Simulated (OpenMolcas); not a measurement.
**Nb4+: effect of the metal basis**

Nb4+ with its 6 nearest fluoride ions at 1.925 Å, on the Ge site of Cs2GeF6 (a = 9.021 Å, distance in the model lattice 1.804 Å). The rest of the host is ab initio model potentials to 7.6 Å and point charges beyond; the distance is set by hand and nothing relaxes.

```yaml
Program: OpenMolcas 26.06
Method: CASSCF
Spin-orbit_coupling: state interaction with AMFI integrals over the reference wave functions
```

Fixed: ligand basis ANO-RCC-VDZP, active space 1 electron in 5 orbitals (4d), DKH2 Hamiltonian.

States (labels of O, the rotations of Oh). Energies in cm-1 above the lowest state or level, χT in cm3 K/mol; under a threefold ground state the first gap can be a small split of the lowest multiplet, not the spin-orbit step; 10Dq is the gap between the two states.

| Run | Metal basis | Ground state | First state of that spin | 10Dq | First gap with spin-orbit (degeneracies) | χT at 300 K | Cost |
| --- | --- | --- | --- | --- | --- | --- | --- |
| A | ANO-RCC-VDZP | 2T2 | 2E 38382 | 38382 | 964.2 (4, 2) | 0.152 | roughly 6 core-seconds |
| B | ANO-RCC-VTZP | 2T2 | 2E 37490 | 37490 | 964.2 (4, 2) | 0.152 | roughly 11 core-seconds |

Against A, |10Dq| changes by -2.3 % in B.

Costs are those of the RASSCF and RASSI steps.

An orbital triplet at a regular site is open to Jahn-Teller coupling, which can distort the site and quench the lowest spin-orbit gaps and is left out. With metal d orbitals alone the field can be off either way by tens of per cent. Ligand-to-metal charge-transfer states are missing. The least metal-like active orbital is 76 % on the metal (Löwdin) and no ligand orbital is active, so the numbers are rough (holds for A). The least metal-like active orbital is 78 % on the metal (Löwdin) and no ligand orbital is active, so the numbers are rough (holds for B). No measured value stands beside these numbers; the geometry was set by hand and not optimised.
